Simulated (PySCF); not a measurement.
Compound: C7H6.
SMILES with atom numbers: `[CH:1]#[C:2][C:3]#[C:4][CH:5]1[CH2:6][CH2:7]1` (hydrogens: H8 on C1; H9 on C5; H10, H11 on C6; H12, H13 on C7)

Structure used (PBE0-D3(BJ)/def2-SVP), in Å, numbered top down from 1:
```xyz
13
C7H6 angstrom
C      4.0429   -0.0591    1.1959
C      2.9242   -0.1792    0.7306
C      1.6649   -0.3143    0.2075
C      0.5429   -0.4333   -0.2572
C     -0.7765   -0.5687   -0.7964
C     -1.9699   -0.6717    0.1302
C     -1.7694    0.5679   -0.6709
H      5.0295    0.0476    1.6063
H     -0.8301   -1.1565   -1.7194
H     -2.7614   -1.3661   -0.1617
H     -1.7673   -0.6327    1.2028
H     -2.4188    0.7515   -1.5301
H     -1.4274    1.4677   -0.1546
```

All values: B3LYP/def2-SVPD (PySCF, non-relativistic), on one gas-phase PBE0-D3(BJ)/def2-SVP geometry that isn't relaxed in the solvent. The solvent is an IEF-PCM continuum (cavity from Bondi-type radii × 1.2), and excitations are vertical TDDFT with non-equilibrium linear response and a frozen core. Only the electrostatic response of the medium enters.

Gas-phase singlets (H = HOMO, L = LUMO):

```csv
state,E (eV),λ (nm),f,leading configurations
S1,4.384,283,0.000,H→L 96%
S2,4.651,267,0.008,"H→L+1 53%, H-1→L 46%"
S3,4.786,259,0.000,H-1→L+1 97%
S4,6.336,196,0.004,H→L+2 94%
S5,6.622,187,0.237,"H-1→L+2 81%, H-1→L 8%"
```

Problem. Give the list for chloroform (ε = 4.711), n² = 2.09.

Solution. 
| state | E (eV) | λ (nm) | f | leading configurations | change by rank (eV) |
| --- | --- | --- | --- | --- | --- |
| S1 | 4.394 | 282 | 0.000 | H→L 97% | +0.010 |
| S2 | 4.657 | 266 | 0.015 | H→L+1 54%, H-1→L 45% | +0.006 |
| S3 | 4.804 | 258 | 0.000 | H-1→L+1 97% | +0.018 |
| S4 | 6.389 | 194 | 0.002 | H→L+2 97% | +0.053 |
| S5 | 6.541 | 190 | 2.080 | H-1→L 42%, H→L+1 36% | -0.081 |

Problem. How do the frontier levels move from gas to chloroform?

Solution. 
| orbital | gas (eV) | solvent (eV) | change (eV) | Löwdin shares, gas | Löwdin shares, solvent |
| --- | --- | --- | --- | --- | --- |
| LUMO+2 | 0.55 | 0.59 | +0.04 | C7 12 %, C6 12 %, C5 11 %, C4 10 % | C3 18 %, C4 15 %, C2 15 %, C1 13 % |
| LUMO+1 | -0.72 | -0.82 | -0.10 | C1 24 %, C4 21 %, C2 19 %, C3 16 % | C1 24 %, C4 21 %, C2 19 %, C3 16 % |
| LUMO | -0.84 | -0.92 | -0.08 | C1 24 %, C4 19 %, C2 19 %, C3 16 % | C1 25 %, C4 20 %, C2 20 %, C3 16 % |
| HOMO | -6.62 | -6.72 | -0.10 | C1 21 %, C3 21 %, C4 21 %, C2 15 % | C3 21 %, C1 20 %, C4 20 %, C2 15 % |
| HOMO-1 | -6.92 | -7.04 | -0.12 | C1 24 %, C4 24 %, C3 20 %, C2 18 % | C4 23 %, C1 23 %, C3 20 %, C2 18 % |
| HOMO-2 | -8.91 | -8.94 | -0.03 | C2 25 %, C1 18 %, C5 17 %, C3 11 % | C2 22 %, C5 20 %, C1 17 %, C6 10 % |
| HOMO-3 | -9.02 | -8.94 | +0.08 | C7 23 %, C6 23 %, C2 14 %, C1 10 % | C7 28 %, C6 27 %, C5 11 %, C2 10 % |

The HOMO–LUMO gap goes from 5.78 to 5.79 eV. Rows go by rank; for HOMO-3, HOMO-2 and LUMO+2 the atom shares or the degeneracy differ between the runs, so the row needn't follow one orbital. Shares within a degenerate set are those of one arbitrary member.
